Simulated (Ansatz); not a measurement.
`[SiH3][GaH][O][SbH2]` + `O[SiH3]` → `[SiH3][O][GaH][SiH3]` + `[OH][SbH2]` at 298.15 K and 1 bar (ligand exchange at a Ga–O bond).

Calculated with Ansatz (gas phase, PBE0-D4/def2-TZVP geometries, no zero-point term in ΔE). CCSD(T)/CBS adds triple-zeta CCSD(T) − MP2 to the extrapolated MP2 energy (def2 sets, frozen cores). Elements past krypton have def2 core potentials. For Ga, Sb outer-core shells are correlated without core-valence functions, which leaves a few kJ/mol of doubt a bond. Scalar relativity is left out up to krypton. Each species was taken in one conformer, which may not be the lowest.

```
               species  CCSD(T)/CBS energy (Eh)  H − E (kJ/mol)  S (J/(mol·K))
`[SiH3][GaH][O][SbH2]`              -2531.82516           153.0          408.1
             `O[SiH3]`               -366.69042           113.6          257.8
`[SiH3][O][GaH][SiH3]`              -2581.53641           184.5          396.0
          `[OH][SbH2]`               -316.98030            82.9          277.2
```

H − E and S are ideal-gas, rigid-rotor, harmonic terms from PBE0-D4/def2-TZVP, for one conformer and one mirror image of each species. 1 Eh = 2625.50 kJ/mol, R = 8.31446 J/(mol·K).

By hand: ΔE, ΔH, ΔS and ΔG.

ΔE = (-2581.53641) + (-316.98030) − (-2531.82516) − (-366.69042) = -0.00113 Eh = -3.0 kJ/mol. Δ(H − E) = 184.5 + 82.9 − 153.0 − 113.6 = 0.8, so ΔH = -2.2 kJ/mol. ΔS = 396.0 + 277.2 − 408.1 − 257.8 = 7.3 J/(mol·K). ΔG = -2.2 − 298.15 × (7.3)/1000 = -4.4 kJ/mol.

By hand: the equilibrium constant, and the temperature at which ΔG would vanish if ΔH and ΔS stayed fixed.

log₁₀ K = −ΔG/(RT ln 10) = 0.8. ΔH and −TΔS have one sign here, so there is no such temperature. One of them is within its doubt of zero, so this could turn.

TΔS isn't small against ΔH here. The sign of ΔG lies within the doubt. A doubt of 5 kJ/mol in ΔE shifts log₁₀ K by 0.9 here. Other conformers and mirror images would add mixing entropy, several J/(mol·K) or more a flexible species. Modes under 60 cm⁻¹, often nearly free rotors, make the harmonic entropy too high. These are equilibria of isolated gas molecules and say nothing of rates. Largest T1 diagnostic: 0.016 (customary marks: 0.02 for closed shells, 0.045 for open ones).
